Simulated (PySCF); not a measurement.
Species: C₅H₈F₃OP.
Numbering: `[O:1]=[P@@H:2]1[CH2:3][CH2:4][C@H:5]([C:6]([F:7])([F:8])[F:9])[CH2:10]1` (hydrogens: H11 on P2; H12, H13 on C3; H14, H15 on C4; H16 on C5; H17, H18 on C10)

The same species was optimised twice, with GFN2-xTB and with PBE0-D3(BJ)/def2-SVP (PySCF), and the same property calculations (PySCF, gas phase) were run on both structures.

| coordinate | GFN2-xTB | PBE0-D3(BJ)/def2-SVP | change |
| --- | --- | --- | --- |
| O1=P2 (Å) | 1.461 | 1.493 | +0.032 |
| C5–C6 (Å) | 1.520 | 1.512 | -0.008 |
| C6–F9 (Å) | 1.342 | 1.336 | -0.006 |
| C6–F7 (Å) | 1.342 | 1.337 | -0.005 |
| C5–C10 (Å) | 1.526 | 1.529 | +0.003 |
| P2–C10 (Å) | 1.842 | 1.839 | -0.003 |
| P2–C3 (Å) | 1.846 | 1.844 | -0.002 |
| C6–F8 (Å) | 1.340 | 1.338 | -0.002 |
| C4–C5 (Å) | 1.534 | 1.535 | +0.001 |
| C3–C4 (Å) | 1.528 | 1.528 | 0.000 |
| P2–C10–C5 (°) | 104.0 | 105.8 | +1.8 |
| C4–C5–C6 (°) | 111.5 | 112.9 | +1.4 |
| C6–C5–C10 (°) | 111.4 | 112.5 | +1.1 |
| F7–C6–F9 (°) | 106.4 | 107.5 | +1.1 |
| C5–C6–F8 (°) | 112.8 | 111.8 | -1.0 |
| C5–C6–F7 (°) | 112.1 | 111.1 | -1.0 |
| F8–C6–F9 (°) | 106.6 | 107.4 | +0.8 |
| F7–C6–F8 (°) | 106.6 | 107.4 | +0.8 |
| C4–C5–C6–F7 (°) | 60 | 59 | -1 |

Rotational constants: A = 2478, B = 647.1, C = 591.2 MHz (GFN2-xTB) against A = 2449, B = 646.8, C = 592.5 MHz (PBE0-D3(BJ)/def2-SVP). Point groups within 0.08 Å: C1 and C1.

On the GFN2-xTB structure: HOMO (eV) -7.92 [PBE0/pcSseg-1]; LUMO (eV) 0.48 [PBE0/pcSseg-1]; dipole (D) 3.44 [PBE0/pcSseg-1]; GIAO shielding of O1 (ppm) 231.3 [PBE0/pcSseg-1]; GIAO shielding of P2 (ppm) 307.9 [PBE0/pcSseg-1]; GIAO shielding of C3 (ppm) 156.8 [PBE0/pcSseg-1]; GIAO shielding of C4 (ppm) 159.0 [PBE0/pcSseg-1]; GIAO shielding of C5 (ppm) 141.4 [PBE0/pcSseg-1]; GIAO shielding of C6 (ppm) 50.9 [PBE0/pcSseg-1]; GIAO shielding of F7/F8/F9 (mean) (ppm) 262.4 [PBE0/pcSseg-1]; GIAO shielding of C10 (ppm) 154.7 [PBE0/pcSseg-1].

**Question.** What do these properties become on the PBE0-D3(BJ)/def2-SVP structure?

**Answer.** 
```
                                    property          level  on GFN2-xTB  on PBE0-D3(BJ)/def2-SVP  change
                                   HOMO (eV)  PBE0/pcSseg-1        -7.92                    -7.87   +0.05
                                   LUMO (eV)  PBE0/pcSseg-1         0.48                     0.40   -0.08
                                  dipole (D)  PBE0/pcSseg-1         3.44                     3.62   +0.18
energy, GFN2-xTB geometry as zero (kcal/mol)  PBE0/pcSseg-1          0.0                     -1.5    -1.5
                  GIAO shielding of O1 (ppm)  PBE0/pcSseg-1        231.3                    220.3   -11.0
                  GIAO shielding of P2 (ppm)  PBE0/pcSseg-1        307.9                    302.8    -5.1
                  GIAO shielding of C3 (ppm)  PBE0/pcSseg-1        156.8                    154.1    -2.7
                  GIAO shielding of C4 (ppm)  PBE0/pcSseg-1        159.0                    158.2    -0.8
                  GIAO shielding of C5 (ppm)  PBE0/pcSseg-1        141.4                    140.5    -0.9
                  GIAO shielding of C6 (ppm)  PBE0/pcSseg-1         50.9                     52.7    +1.8
     GIAO shielding of F7/F8/F9 (mean) (ppm)  PBE0/pcSseg-1        262.4                    266.0    +3.6
                 GIAO shielding of C10 (ppm)  PBE0/pcSseg-1        154.7                    153.5    -1.2
```

The heavy atoms differ by 0.038 Å rms after alignment. Among bonds between heavy atoms O1=P2 changes most (+0.032 Å). Changes are differences of the printed values. Neither structure is proved a minimum here.
